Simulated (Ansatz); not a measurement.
The same path of BFH2O + ClH (7 atoms, charge 0, multiplicity 1) was run 3 times with different band settings. Lost on the way: B1–F2, Cl6–H7. Made: B1–Cl6, F2–H7.

All numbers below come from RKS PBE0-D4/def2-SVP in Ansatz.

Relaxed end points:

```xyz
7
Properties=species:S:1:pos:R:3
B -0.086 -0.375 -0.166
F 0.091 -0.400 1.166
O 0.956 -0.578 -0.979
H 1.789 -0.712 -0.509
H -1.186 -0.193 -0.612
Cl 0.230 2.793 1.211
H 0.063 1.627 1.732
```

```xyz
7
Properties=species:S:1:pos:R:3
B 0.118 0.465 -0.403
F -0.023 -0.118 2.224
O 1.315 -0.061 -0.670
H 1.262 -0.975 -0.970
H -0.933 -0.085 -0.600
Cl 0.096 2.142 0.198
H 0.023 0.795 2.063
```

Common settings: spring 5.0 eV/Å²; optimiser quadratic models (default); start path through a guess of the saddle point; iteration limit 60; end points relaxed.

| run | movable images | climbing image | force threshold |
| --- | --- | --- | --- |
| 1 | 7 | yes | 0.05 eV/Å |
| 2 | 6 | no | 0.05 eV/Å |
| 3 | 7 | yes | 0.5 eV/Å |

Task: What does each run give, and how far can it be trusted?

Result: Run 1: converged after 39 iterations, highest image 1.179 eV above the first end. The profile has 2 maxima (images 1, 4) with wells between them (image 3): this band takes more than one step, which may be the mechanism or a detour left from its start path. A vibrational analysis at the climbing image gives one clearly imaginary mode, 654i cm⁻¹: a first-order saddle point.
Run 2: converged after 32 iterations, highest image 0.934 eV above the first end. The profile has 2 maxima (images 2, 5) with wells between them (image 4): this band takes more than one step, which may be the mechanism or a detour left from its start path. No image climbed, so the highest image needn't sit at the top of the path.
Run 3: converged after 7 iterations, highest image 1.372 eV above the first end. The threshold of 0.5 eV/Å is loose, so the images may lie well off the minimum-energy path. The order of the stationary point at the top wasn't checked.
The orbitals stay closed-shell, which can raise the energy where a bond breaks towards radicals; this wasn't checked here.
